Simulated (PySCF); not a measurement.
**Electron correlation in Sb (antimony, neutral)**

[Kr] 4d10 5s1 5p4, 5s spin antiparallel (an excited configuration). Computed with PySCF 2.14 in x2c-TZVPPall with one added diffuse shell each of s, p, d, f type (9s7p5d3f, 76 functions), with scalar relativity by spin-free X2C-1e. Frozen: [Ar] 3d10; 23 electrons correlated.

MP2 pair energies summed by pair of shells (mhartree):

| pair | energy | share (%) |
| --- | --- | --- |
| 4d-4d | -152.25 | 33.8 |
| 4d-5p | -76.81 | 17.1 |
| 5p-5p | -52.64 | 11.7 |
| 5s-5p | -51.07 | 11.3 |
| 4p-4d | -45.69 | 10.1 |
| 4d-5s | -27.94 | 6.2 |
| 4p-4p | -14.63 | 3.2 |
| 4s-4d | -11.04 | 2.5 |
| 4s-4p | -7.37 | 1.6 |
| 4p-5p | -5.32 | 1.2 |
| 4p-5s | -3.40 | 0.8 |
| 4s-4s | -1.40 | 0.3 |
| 4s-5p | -0.60 | 0.1 |
| 4s-5s | -0.32 | 0.1 |

Total MP2 correlation energy: -450.48 mhartree.

Same-spin part -148.37 and opposite-spin part -302.11 mhartree; SCS-MP2 scales them by 1/3 and 6/5 to -411.99 mhartree.

This basis was not built for core-valence correlation, so the inner-shell part is incomplete.
